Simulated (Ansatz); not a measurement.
C₇H₉F₉GeO₃, SMILES `[CH3][Ge]([O]CC(F)(F)F)([O]CC(F)(F)F)[O]CC(F)(F)F` from Hartree–Fock to CCSD(T)

```xyz
29

C    -1.750   -1.723    0.917
Ge   -0.770   -0.417   -0.089
O     0.881   -0.034    0.453
C     1.537   -0.711    1.476
C     2.278   -1.920    0.943
F     2.909   -2.556    1.933
F     1.433   -2.794    0.369
F     3.183   -1.590    0.020
O    -0.634   -0.963   -1.764
C     0.461   -0.697   -2.585
C     0.381    0.671   -3.231
F     0.440    1.654   -2.318
F    -0.743    0.843   -3.926
F     1.413    0.839   -4.067
O    -1.620    1.136   -0.106
C    -1.090    2.296    0.452
C    -1.418    2.387    1.928
F    -0.935    1.323    2.603
F    -0.874    3.482    2.465
F    -2.731    2.424    2.158
H    -2.733   -1.832    0.457
H    -1.236   -2.682    0.899
H    -1.877   -1.380    1.943
H     2.278   -0.047    1.928
H     0.869   -1.064    2.271
H     1.418   -0.745   -2.055
H     0.474   -1.433   -3.394
H    -0.002    2.368    0.356
H    -1.540    3.164   -0.037
```

Total charge 0; spin multiplicity 1. Correlated methods include outer-core shells of Ge, which these sets cover unevenly. Scalar relativity is left out up to krypton. All single points use the PBE0-D4/def2-TZVP geometry. It is one conformer, not always the lowest. Frozen core, restricted reference, the Gaussian-basis code of Ansatz.

| basis | HF (Eh) | MP2 corr. |
| --- | --- | --- |
| def2-SVP | -3463.98338 | -3.35238 |
| def2-TZVPP | -3465.95458 | -4.31824 |
| def2-QZVPP | -3466.05660 | -4.93005 |

**Question.** Estimate the CCSD correlation energy and the (T) correction in each basis where they were run (hartree).

**Answer.** 
```csv
basis,CCSD corr.,(T)
def2-SVP,-3.43105,-0.08134
```
